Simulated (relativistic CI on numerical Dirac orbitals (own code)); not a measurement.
**What each ingredient does to the levels of Ta²⁹⁺**

Base calculation: Dirac-Coulomb-Breit CI, orbitals from a KLI potential per configuration, model QED (radiative potential, 1s self-energy scaled to tabulated hydrogen-like ionisation energies), unscaled Slater integrals.

Configuration list (outside the closed core [Ar] 3d10): 4s2 4p6 4d8, 4s2 4p5 4d9, 4s2 4p6 4d7 4f, 4s 4p6 4d9, 4s2 4p5 4d8 4f, 4s 4p6 4d8 4f, 4s2 4p6 4d7 5s, 4s2 4p6 4d6 4f 5s, 4s2 4p6 4d7 5p, 4s2 4p5 4d8 5s, 4s2 4p6 4d6 5s 5p, 4s2 4p6 4d7 5f, 4p6 4d9 4f, 4s 4p6 4d7 4f 5s, 4s2 4p6 4d7 6p, 4s2 4p5 4d8 5d, 4s 4p6 4d8 5p, 4s2 4p6 4d7 6f, 4p6 4d9 5p, 4s2 4p6 4d7 7p, 4s 4p6 4d7 5s 5p, 4s2 4p5 4d8 6s, 4s2 4p6 4d7 7f, 4p6 4d10, 4p5 4d10 4f, 4p6 4d9 5s, 4p5 4d10 5s, 4p5 4d9 4f 5s. Double excitations out of closed p, d and f shells are left out; levels of such configurations are missing from the list, as are those of other unlisted configurations, and high levels can miss mixing partners. These lack a partner that the ground configuration has and come out too high: 4s2 4p5 4d8 5d, 4s2 4p5 4d8 6s.

The lowest level and the first level of each name with at least 55 % of one term (blank where a level has no safe partner in the second run):

| Level | Base (cm⁻¹) | Shift (cm⁻¹) |
| --- | --- | --- |
| 4s2 4p6 4d8 3F_4 | 0 | 0 |
| 4s2 4p6 4d8 3P_0 | 91361 | -47516 |
| 4s2 4p6 4d8 3F_3 | 117168 | -117168 |
| 4s2 4p6 4d8 3P_1 | 161505 | -117660 |
| 4s2 4p6 4d8 1G_4 | 165487 | -108551 |
| 4s2 4p6 4d8 1S_0 | 344850 | -187491 |
| 4s2 4p5 4d9 3F°_4 | 1421609 | -153868 |
| 4s2 4p5 4d9 3D°_3 | 1434739 |  |
| 4s2 4p6 4d7 4f 5G°_6 | 1522043 | -61007 |
| 4s2 4p6 4d7 4f 5I°_8 | 1558318 | -38016 |
| 4s2 4p6 4d7 4f 5D°_0 | 1655039 |  |
| 4s2 4p6 4d7 4f 3H°_4 | 1658541 | -120923 |

At this charge energies of transitions that change n are usually good to better than 1 %, and those within a shell (Δn = 0) to a few per cent. Terms inside the open d or f shell come out 10 to 20 % too wide with unscaled integrals.

Task: One thing was changed in a second run, which moved the levels as shown. Which?
A. QED terms removed
B. Breit term removed
C. non-relativistic limit
D. configuration mixing switched off

Result: C. Non-relativistic limit. Without relativity the fine structure collapses and s electrons lose their extra binding.

LS names give the leading component of a level, which can be under half, so a name can repeat, a term be missing and a line seem to break the LS rules.
